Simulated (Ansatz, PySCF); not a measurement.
The pair A = H2S (SMILES S) (first 3 atoms), B = CH3F (SMILES CF); geometry from B3LYP-D3(BJ)/def2-TZVP.
(charge 0, multiplicity 1):
```xyz
8

S     -1.019     0.176    -0.216
H      0.062     0.849    -0.644
H     -0.301    -0.537     0.669
C     -0.017     0.318     3.508
F      0.522    -0.744     2.777
H      0.804     0.892     3.937
H     -0.605     0.938     2.831
H     -0.648    -0.091     4.297
```

Correlated levels freeze the cores. CBS(a, b) extrapolates the correlation energy as X⁻³ and adds the Hartree–Fock energy of set b. MP2 and its Hartree–Fock in aug-cc-pV(T+d)Z are density fitted.

Programs: Ansatz (Gaussian basis) for Hartree–Fock, density functionals and correlated methods; PySCF for the dispersion terms. Each number belongs to the level named beside it.

The monomers are drawn apart, rigid, along the line of their centres of mass. Counterpoise-corrected interaction energies (kcal/mol):

```tsv
level	R = 4.476 Å	R = 5.385 Å
PBE/def2-TZVPPD	-0.9841	-0.4092
PBE-D3(BJ)/def2-TZVPPD	-1.3114	-0.5274
wB97M-V/def2-TZVPPD	-1.1418	-0.4935
MP2/CBS(aug-cc-pV(D+d)Z, aug-cc-pV(T+d)Z) + ΔCCSD(T)/aug-cc-pV(D+d)Z	-1.1834	-0.4946
```

Problem. R is the distance of the centres of mass. Find the local exponent m of E ∝ R⁻ᵐ between the two points.

Solution. 
m = ln(E₁/E₂)/ln(R₂/R₁): PBE/def2-TZVPPD 4.7; PBE-D3(BJ)/def2-TZVPPD 4.9; wB97M-V/def2-TZVPPD 4.5; MP2/CBS(aug-cc-pV(D+d)Z, aug-cc-pV(T+d)Z) + ΔCCSD(T)/aug-cc-pV(D+d)Z 4.7. For scale, two fixed dipoles give m = 3, dipole and quadrupole 4, quadrupoles 5, and dispersion or dipole-induced dipole 6 at long range; at these distances several terms mix, and what is left of overlap and damping shifts m, so it need not match one of them.

Ansatz is a quantum-chemistry and plane-wave program.
